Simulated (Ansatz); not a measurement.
B9N10H28²⁺, a nanocrystal cut from zinc blende BN (hydrogen-capped). Charge 2, multiplicity 2. Geometry r2SCAN-D4/def2-SVP, that of the charge +1 singlet.

```xyz
47

N     1.960    0.709   -1.815
N     3.375   -0.759   -0.352
N     1.433   -1.727   -1.613
N    -0.133   -0.014   -0.512
N     1.279   -1.479    0.944
N    -3.720    0.725   -0.947
N    -2.320   -0.729    0.622
N     1.804    0.953    0.743
N    -0.309    0.229    1.959
N    -1.794    1.704    0.420
B     2.626   -0.711   -1.728
B     1.002    1.077   -0.574
B    -2.628    1.871   -0.933
B     2.448   -0.450    0.952
B     0.452   -1.469   -0.363
B    -1.136    0.301    0.665
B     0.293   -1.225    2.198
B    -3.195   -0.750   -0.715
B     0.845    1.326    1.987
H     2.678    1.435   -1.899
H     1.435    0.810   -2.691
H     4.169   -0.110   -0.352
H     3.832   -1.667   -0.223
H     0.884   -1.740   -2.479
H     1.787   -2.687   -1.557
H    -0.720    0.043   -1.355
H     1.635   -2.418    1.139
H    -4.151    0.741   -1.875
H    -4.500    0.946   -0.319
H    -1.921   -1.666    0.759
H    -2.924   -0.611    1.442
H     2.521    1.681    0.799
H    -0.883    0.422    2.785
H    -1.042    2.404    0.421
H    -2.365    1.975    1.228
H     3.350   -0.946   -2.674
H     0.577    2.199   -0.775
H    -1.869    1.684   -1.875
H    -3.147    2.971   -0.953
H     3.156   -0.522    1.933
H    -0.403   -2.334   -0.399
H    -0.589   -2.079    2.163
H     0.924   -1.259    3.234
H    -2.458   -1.042   -1.649
H    -4.119   -1.528   -0.580
H     0.389    2.450    1.787
H     1.469    1.261    3.025
```

Single mean-field runs in def2-TZVP are fitted with def2-universal-jkfit. At PBE-D4/def2-TZVP the gap within one spin of the charge 2 doublet nearly closes, so an electron or hole may be smeared out by delocalisation error.

Estimate the α-spin orbital energies around the gap (eV) in Ansatz with PBE-D4/def2-TZVP, PBE0-D4/def2-TZVP, CAM-B3LYP-D4/def2-TZVP.


```csv
orbital,PBE-D4/def2-TZVP,PBE0-D4/def2-TZVP,CAM-B3LYP-D4/def2-TZVP
HOMO−5,-14.08,-15.69,-17.07
HOMO−4,-14.05,-15.53,-17.05
HOMO−3,-13.94,-15.37,-16.80
HOMO−2,-13.93,-15.21,-16.75
HOMO−1,-13.76,-15.09,-15.92
HOMO,-13.71,-14.85,-15.52
LUMO,-7.38,-6.54,-5.87
LUMO+1,-7.12,-6.25,-5.47
LUMO+2,-6.48,-5.63,-5.05
LUMO+3,-6.44,-5.62,-4.91
LUMO+4,-6.25,-5.44,-4.74
LUMO+5,-6.15,-5.31,-4.55
β HOMO,-13.54,-14.39,-15.47
β LUMO,-13.47,-13.56,-13.14
```
